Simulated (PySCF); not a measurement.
Delta-SCF ions had no search for a lower state. Excitations are Tamm–Dancoff values on a coarser integration grid. The basis has no diffuse functions, so Rydberg states are missing or too high.

C2H2F2, SMILES `C=C(F)F` (charge 0, multiplicity 1)

All values below come from PySCF with PBE-D3(BJ)/def2-TZVP.

```yaml
HOMO: -6.50 eV
dipole_moment: 1.12 D
HOMO–LUMO gap: 5.80 eV
LUMO: -0.69 eV
S1 excitation (TDA): 7.66 eV
S1 oscillator strength: 0.031
brightest of the four lowest singlets (TDA): 8.39 eV
T1 excitation (TDA): 4.75 eV
S1–T1 gap (TDA): 2.91 eV
vertical ionisation energy (Delta-SCF): 10.32 eV
total_energy: -276.9058 Ha
cost: roughly 50 core-seconds
```

Bonds (Å): C1–C2 1.326, C1–H5 1.086, C1–H6 1.086, C2–F3 1.331, C2–F4 1.331. Bond angles (°): C2–C1–H5 119.8, C2–C1–H6 119.8, H5–C1–H6 120.5, C1–C2–F3 125.2, C1–C2–F4 125.2, F3–C2–F4 109.6.
Charge 0, spin multiplicity 1.
